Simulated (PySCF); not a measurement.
Basis and Hamiltonian dependence of the excitation energy of Pd⁺

Pd⁺ [Kr] 4d9 (2D) → Pd⁺ [Kr] 4d8 5s1, s spin flipped. All values are computed (PySCF 2.14, energy differences of UHF-based or UKS calculations, no spin-orbit coupling). Values in eV.

```csv
basis,Hamiltonian,functions,UHF,PBE,PBE0,MP2 (valence)
ANO-RCC-VTZP,spin-free X2C,68,3.020,3.827,3.811,4.015
aug-cc-pVTZ-DK,spin-free X2C,102,2.924,3.648,3.645,3.860
x2c-QZVPPall,spin-free X2C,118,2.919,3.653,3.649,3.871
aug-cc-pwCVTZ-PP with ECP28MDF,ECP,122,2.854,3.431,3.469,3.820
```

Frozen in the all-electron rows: valence: [Kr]; with a core potential, the same shells as far as they lie outside it.

In the upper determinant the s electron has its spin opposite to the other open shell, which mixes two multiplicities.
